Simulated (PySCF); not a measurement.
# Radial density of Nb (niobium, neutral)

UHF, [Kr] 4d3 5s2, high-spin 4F determinant (an excited configuration). Computed with PySCF 2.14 in aug-cc-pVTZ-PP with ECP28MDF, with a scalar-relativistic core potential. This is the valence pseudo-density: the core potential removes the inner electrons and smooths the orbitals near the nucleus.

```json
{"r (bohr)": "0.0366", "4πr²ρ (e/bohr)": "1.795e-05", "4πr²(ρα − ρβ)": "0.0000"}
{"r (bohr)": "0.0616", "4πr²ρ (e/bohr)": "4.634e-05", "4πr²(ρα − ρβ)": "0.0000"}
{"r (bohr)": "0.104", "4πr²ρ (e/bohr)": "0.0001689", "4πr²(ρα − ρβ)": "0.0000"}
{"r (bohr)": "0.174", "4πr²ρ (e/bohr)": "0.001400", "4πr²(ρα − ρβ)": "0.0003"}
{"r (bohr)": "0.293", "4πr²ρ (e/bohr)": "0.02290", "4πr²(ρα − ρβ)": "0.0042"}
{"r (bohr)": "0.493", "4πr²ρ (e/bohr)": "0.6417", "4πr²(ρα − ρβ)": "0.0661"}
{"r (bohr)": "0.829", "4πr²ρ (e/bohr)": "6.787", "4πr²(ρα − ρβ)": "0.6385"}
{"r (bohr)": "1.39", "4πr²ρ (e/bohr)": "7.941", "4πr²(ρα − ρβ)": "1.7106"}
{"r (bohr)": "2.35", "4πr²ρ (e/bohr)": "2.026", "4πr²(ρα − ρβ)": "1.0580"}
{"r (bohr)": "3.95", "4πr²ρ (e/bohr)": "0.6627", "4πr²(ρα − ρβ)": "0.1238"}
{"r (bohr)": "6.64", "4πr²ρ (e/bohr)": "0.08872", "4πr²(ρα − ρβ)": "-0.0207"}
{"r (bohr)": "11.2", "4πr²ρ (e/bohr)": "0.001351", "4πr²(ρα − ρβ)": "-0.0009"}
```

Energies and moments cover only the electrons outside the core potential.

Task: Where is the radial spin density 4πr²(ρα − ρβ) most negative, and why is it negative at all?

Result: Around r = 6.64 bohr, down to -0.0207 e/bohr: exchange with the open shell polarises the paired shells in an unrestricted calculation.
